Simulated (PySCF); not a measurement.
How methods differ on the excitation energy of Ta

Ta [Xe] 4f14 5d3 6s2 (4F) → Ta [Xe] 4f14 5d5 (6S), as a difference of total energies. All numbers are calculated (PySCF 2.14, a scalar-relativistic core potential, in aug-cc-pwCVTZ-PP with ECP60MDF (8s8p7d4f3g, 122 functions)). Correlated levels: valence: 5s2 5p6 frozen; valence and next inner shell: nothing frozen outside the core potential. The calculations carry no spin-orbit coupling.

| method | excitation energy (eV) |
| --- | --- |
| UHF | 3.011 |
| LDA | 2.830 |
| PBE | 2.708 |
| PBE0 | 2.761 |
| r2SCAN | 2.897 |
| B97-3 | 3.543 |
| B2PLYP | 3.486 |
| LC-wPBE | 2.816 |
| MP2 (valence) | 3.347 |
| SCS-MP2 (valence) | 4.183 |
| MP2 (valence and next inner shell) | 3.382 |
| SCS-MP2 (valence and next inner shell) | 4.088 |

**Question.** How much does correlation contribute at MP2 (valence and next inner shell)?

**Answer.** 3.382 − (3.011) = 0.371 eV, measured against UHF.
